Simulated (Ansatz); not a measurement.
Reaction (ligand exchange at a Ge–C bond): `[CH3][Ge]([NH2])([NH2])[NH2]` + H–F → `[NH2][Ge]([NH2])([NH2])[F]` + CH₄

Program: Ansatz. Geometries: PBE0-D4/def2-TZVP. ΔE: electronic, gas phase. CCSD(T)/CBS adds triple-zeta CCSD(T) − MP2 to the extrapolated MP2 energy (def2 sets, frozen cores). This one scheme is used for every species. For Ge outer-core shells are correlated without core-valence functions, which leaves a few kJ/mol of doubt a bond. Scalar relativity is left out up to krypton. One conformer a species, not always the lowest.

```json
{"species": "`[CH3][Ge]([NH2])([NH2])[NH2]`", "CCSD(T)/CBS(def2) energy (Eh)": "-2283.76158"}
{"species": "H–F", "CCSD(T)/CBS(def2) energy (Eh)": "-100.39570"}
{"species": "`[NH2][Ge]([NH2])([NH2])[F]`", "CCSD(T)/CBS(def2) energy (Eh)": "-2343.73101"}
{"species": "CH₄", "CCSD(T)/CBS(def2) energy (Eh)": "-40.46206"}
```

(1) Work out ΔE.

Largest T1 diagnostic among the species: 0.011.

Results:

(1) ΔE = (-2343.73101) + (-40.46206) − (-2283.76158) − (-100.39570) = -0.03579 Eh = -94.0 kJ/mol.

At CCSD(T), def2-SVP lies −25.1 kJ/mol from the extrapolated value and def2-TZVPP −2.7 kJ/mol. Leaving LDA and LC-ωPBE aside and taking each functional with its dispersion term where it has one, the values, not all of them listed here, spread over 20.7 kJ/mol, from B97M-V to revPBE-D4. LDA lies +6.9 kJ/mol from PBE without D4. In def2-TZVPP, CCSD(T) changes the Hartree–Fock value by +30.2 kJ/mol (the triples alone add +2.7 kJ/mol) and MP2 by +33.3 kJ/mol.
